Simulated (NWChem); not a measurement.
Molecule: GeNH4Cl; SMILES [NH2][GeH2][Cl]

```xyz
7

Ge     0.4090    -0.4523     0.0533
N     -0.9692    -1.6584     0.1866
Cl    -0.2534     1.6169    -0.3653
H      1.2925    -0.8546    -1.1412
H      1.1333    -0.3903     1.4100
H     -1.6091    -1.4638     0.9526
H     -1.5076    -1.7587    -0.6702
```
Atoms are numbered in this order, from 1.

Program: NWChem. The geometry was optimised at B3LYP/6-31G* (spherical d). GIAO values for the isolated, static molecule; σ is the absolute isotropic shielding, δ = σ(reference) − σ with the isolated reference molecule computed at the same levels (1H: tetramethylsilane, 15N: ammonia).

Estimate the computed values for KT2/pcSseg-1. Quantities: σ Ge1 (ppm); δ N2 (ppm); σ Cl3 (ppm); δ H4 (ppm); δ H6 (ppm).


```json
{
  "σ Ge1 (ppm)": "1322.0",
  "δ N2 (ppm)": "44.8",
  "σ Cl3 (ppm)": "867.2",
  "δ H4 (ppm)": "5.91",
  "δ H6 (ppm)": "1.21"
}
```
